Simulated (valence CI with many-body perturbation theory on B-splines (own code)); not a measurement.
# Lu30+: what the settings do

Calculated by configuration interaction combined with many-body perturbation theory (CI+MBPT): five valence electrons over a frozen Dirac-Fock core [Kr], radial functions for each j: 6 s, 6 p, 5 d, 5 f, 1 g, with the one-electron correlation potential Σ1, the two-electron term Σ2, the three-electron term Σ3, Breit, model QED; selected CI, second order for the rest, scaled by the run's own slope (own B-spline code, finite nucleus).

The last digits are not significant, and no measured levels were compared; by estimate large intervals hold to a few tenths of a per cent, small ones and those within an open d or f shell to about a per cent. Only levels of the ground parity were solved; by the run's estimate the other parity begins above the list, which can be wrong where configurations are misplaced.

The reference run has the lowest level (4d3/2^4 4d5/2) J=5/2 and an ionisation energy of 1179.09 eV. Its largest variational space holds 9999 state functions.

Levels are named by their leading jj configuration (3d3/2^4 stands for four electrons in 3d with j = 3/2), which in mixed levels can hold well under half, so a name can repeat and another be missing. Letters in brackets count levels of one name in rising energy.

Changed runs:
A. highest l with Σ1, explicit Σ2 and valence Breit (higher l get mean screening factors) 3 → 1
B. core polarisation of operators on → off; highest l with Σ1, explicit Σ2 and valence Breit (higher l get mean screening factors) 3 → 0
C. factor on the speed of light 1 → 100; QED terms on → off; Davidson tolerance 2e-05 → 0.0003
D. correlating orbitals by l 3 3 3 3 1 → 2 2 1 1 0; natural orbitals for correlation on → off (bad on purpose)

Excitation energies of the reference run in cm⁻¹, and shifts in cm⁻¹:

| Level | Reference | A | B | D |
| --- | --- | --- | --- | --- |
| (4d3/2^3 4d5/2^2) J=5/2 [a] | 77100 | -670 | -577 | -335 |
| (4d3/2^3 4d5/2^2) J=7/2 [a] | 112146 | -368 | +1873 | +479 |
| (4d3/2^3 4d5/2^2) J=3/2 [a] | 115685 | -1801 | -134 | +543 |
| (4d3/2^3 4d5/2^2) J=11/2 | 119309 | +1658 | +4234 | +353 |
| (4d3/2^3 4d5/2^2) J=9/2 | 129812 | -53 | +3399 | +715 |
| (4d3/2^3 4d5/2^2) J=5/2 [b] | 136147 | -1270 | +1847 | +882 |
| (4d3/2^3 4d5/2^2) J=1/2 | 142042 | -2364 | -72 | +929 |
| (4d3/2^3 4d5/2^2) J=7/2 [b] | 151966 | -1303 | +3400 | +1321 |
| (4d3/2^3 4d5/2^2) J=3/2 [b] | 188918 | -3994 | -617 | +1667 |
| (4d3/2^2 4d5/2^3) J=5/2 [a] | 189421 | -1903 | -1189 | +175 |
| (4d3/2^2 4d5/2^3) J=7/2 [a] | 208944 | -1369 | +1192 | +386 |
| (4d3/2^2 4d5/2^3) J=11/2 | 213992 | +1115 | +3834 | +172 |
| Ionisation energy (eV) | 1179.09 | +2.44 | +2.53 | -0.15 |

Run C ends with another lowest level, (4d3/2^2 4d5/2^3) J=5/2, and an ionisation energy of 1193.36 eV.
